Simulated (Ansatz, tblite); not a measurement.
Removing an electron: SnH3(NEt2) (C₄H₁₃NSn). The state is a singlet with charge 0. Geometry: PBE0-D4/def2-SVP. Ansatz, gas phase; energy differences of separate SCF runs; the oxidised species was run as a doublet alone.

Cartesian coordinates in Å:
```
Sn 1.458 -1.846 0.127
H 3.030 -1.293 0.526
H 0.843 -2.977 1.257
H 1.474 -2.555 -1.445
N 0.244 -0.213 0.270
C 0.690 1.049 -0.278
C 0.596 1.172 -1.796
C -1.189 -0.386 0.392
C -1.778 0.326 1.604
H 1.735 1.228 0.035
H 0.109 1.868 0.187
H 1.239 0.429 -2.297
H -0.434 1.009 -2.151
H 0.912 2.171 -2.137
H -1.720 -0.050 -0.524
H -1.422 -1.462 0.474
H -1.323 -0.054 2.531
H -1.596 1.411 1.564
H -2.868 0.176 1.661
```

In the def2 sets Sn takes a core potential; there is no spin–orbit coupling. The xTB rows come from tblite.

Task: Estimate orbital energies and vertical ionisation energies at: GFN1-xTB; GFN2-xTB; PBE-D4/def2-TZVP; revPBE-D4/def2-TZVP; PBE0-D4/def2-TZVP.

Result: 
| level | −HOMO (eV) | vertical IE (eV) | −LUMO (eV) | HOMO–LUMO gap (eV) |
| --- | --- | --- | --- | --- |
| GFN1-xTB | 9.97 | 13.11 | 5.19 | 4.78 |
| GFN2-xTB | 9.42 | 12.63 | 5.42 | 4.00 |
| PBE-D4/def2-TZVP | 4.62 | 7.51 | 0.76 | 3.86 |
| revPBE-D4/def2-TZVP | 4.56 | 7.54 | 0.66 | 3.90 |
| PBE0-D4/def2-TZVP | 5.88 | 7.56 | -0.04 | 5.92 |

 Raw xTB energy differences between charge states are shifted by several eV; the methods need an empirical correction for them.
